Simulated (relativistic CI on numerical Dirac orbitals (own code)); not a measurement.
**Ni⁺: M2,3 absorption edge**

Computed with this model: Dirac-Coulomb-Breit CI, KLI orbitals optimised for each configuration, model QED, valence Slater integrals scaled by 0.8, multiplet model of core-to-valence dipole absorption; configurations [Ar] 3d9 → [Ne] 3s2 3p5 3d10; 80 K; Lorentzian 0.8 eV and Gaussian 0.3 eV FWHM. Energies are those of the free ion, without screening or charge transfer. The branching ratio is the share of the lower-energy edge in the whole absorption, uncertain by about 0.02 where the edges overlap. S is read from ⟨S²⟩ = S(S + 1).

Field parameters in Wybourne normalisation: D4h B²₀ = −7Ds, B⁴₀ = 21(Dq − Dt), B⁴₄ = 21√(5/14) Dq. The field is a parameter set, without covalency.

Computed curve for D4h, 10Dq = 11900, Ds = 1370, Dt = -650 cm⁻¹, scaled to 100 at the maximum (points under 2 are left out and the grid is thinned):

```
Energy (eV)  Intensity
       67.2        2.0
       67.4        2.3
       67.6        2.6
       67.8        3.1
       68.0        3.6
       68.2        4.2
       68.4        5.1
       68.6        6.3
       68.8        7.9
       69.0       10.3
       69.1       11.9
       69.3       16.5
       69.5       24.1
       69.7       37.2
       69.9       59.2
       70.1       87.1
       70.3      100.0
       70.5       83.1
       70.7       55.9
       70.9       36.3
       71.1       25.4
       71.3       20.0
       71.5       18.0
       71.7       19.1
       71.9       23.7
       72.1       32.6
       72.3       42.0
       72.5       42.0
       72.7       31.6
       72.9       20.7
       73.0       16.7
       73.2       11.3
       73.4        8.1
       73.6        6.1
       73.8        4.8
       74.0        3.9
       74.2        3.2
       74.4        2.7
       74.6        2.3
       74.8        2.0
```

The ground state has S = 0.50, and the centroid lies at 70.90 eV.
